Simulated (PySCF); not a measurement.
## Polarisability and C₆ of Sn (tin, neutral)

[Kr] 4d10 5s2 5p2, high-spin 3P determinant. Calculation: PySCF 2.14, in aug-cc-pwCVTZ-PP with ECP28MDF (8s7p6d4f1g, 96 functions); scalar relativity through the core potential. Coupled (time-dependent) response in atomic units; α is the mean over directions.

| method | mean α (bohr³) | α xx, yy, zz | C₆ (like pair) | S(−4) |
| --- | --- | --- | --- | --- |
| wB97X | 55.60 | 45.06, 60.87, 60.87 | 603.7 | 1136 |

S(−4) is the Cauchy moment in α(ω) = α(0) + S(−4) ω² + …

Reference α: 53 ± 6 bohr³ (recommended; Schwerdtfeger and Nagle, table of static dipole polarizabilities (2023 update)). Published C₆: 659.0 (Chu and Dalgarno (2004); Tang, Norbeck and Certain (1976)).

Spin-orbit coupling is absent.

α(iu) at wB97X:

```tsv
u (hartree)	α(iu) (bohr³)
0	55.60
0.0500	52.95
0.100	46.70
0.200	33.17
0.300	23.48
0.500	13.24
0.750	7.902
1.00	5.445
1.50	3.237
2.00	2.233
3.00	1.287
5.00	0.5929
```

The components differ because the open shell of this determinant is not spherical; for a pure term their mean is the scalar polarisability.

Energies and moments cover only the electrons outside the core potential.
